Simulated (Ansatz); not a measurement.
Mulliken charges of ClFH2OSeTi (`[OH][Ti]([F])([Cl])[SeH]`) from ωB97M-V/def2-TZVPP in Ansatz (PBE0-D4/def2-TZVP geometry).

| atom | x (Å) | y (Å) | z (Å) | charge (e) |
| --- | --- | --- | --- | --- |
| O1 | -0.541 | -1.657 | -0.176 | -0.429 |
| Ti2 | -0.322 | 0.055 | 0.125 | 0.806 |
| F3 | -0.249 | 0.448 | 1.826 | -0.344 |
| Cl4 | -1.902 | 1.250 | -0.820 | -0.193 |
| Se5 | 1.816 | 0.541 | -0.879 | -0.109 |
| H6 | -0.566 | -2.529 | 0.219 | 0.193 |
| H7 | 1.766 | 1.893 | -0.294 | 0.075 |

By hand: the dipole of these point charges (1 e Å = 4.8032 D).

Σ q r = (0.251, -0.045, -0.178) e Å, of length 0.311 e Å = 1.49 D.

How does the dipole of the full density compare? (Best estimate.)

The calculation gave: (0.047, -0.448, 0.138) e Å, 2.26 D; the point charges give 0.66 times that, at 87° from its direction.

Point charges leave out the atoms' own dipoles, such as those of lone pairs, and Mulliken's split depends on the basis, so the two needn't agree.
